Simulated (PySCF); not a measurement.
A GIAO shielding run with PySCF 2.14 (density fitting, non-relativistic, gas phase) on SMILES N1CC[C@@](C)(F)[SiH2]1, C4H10FNSi:

```
$ OMP_NUM_THREADS=1 python probes_run.py task.json out

{"job": {"kind": "nmr", "xc": "PBE0", "basis": "pcSseg-1"}, "charge": 0, "multiplicity": 1}
C      1.567811    -1.357952     0.449407
C      0.522724    -0.521190    -0.261842
F      0.480378    -0.963225    -1.598979
C     -0.878072    -0.699431     0.318526
C     -1.736412     0.468548    -0.157261
N     -0.905210     1.654782    -0.037815
Si     0.766810     1.385467    -0.302363
H      2.523638    -1.265442    -0.061085
H      1.280929    -2.409299     0.458553
H      1.682735    -1.011105     1.472313
H     -0.799052    -0.668994     1.405525
H     -1.308874    -1.655686     0.018286
H     -2.632023     0.578998     0.461839
H     -2.054343     0.301489    -1.194570
H     -1.386865     2.519350    -0.218559
H      1.535256     1.891334     0.834964
H      1.333572     1.764386    -1.596848
```

Hardware: 1 thread of an Arm Neoverse N1, shared host. The job also computes population analyses, field gradients, ring-centre shieldings.

Task: How large is the calculation?

Result: 64 electrons, 176 basis functions and 930 auxiliary functions.

Task: How long does it take?

Result: 58 s of wall time, with 12 SCF cycles and 4 response iterations. Times on a shared host scatter by some tens of per cent.
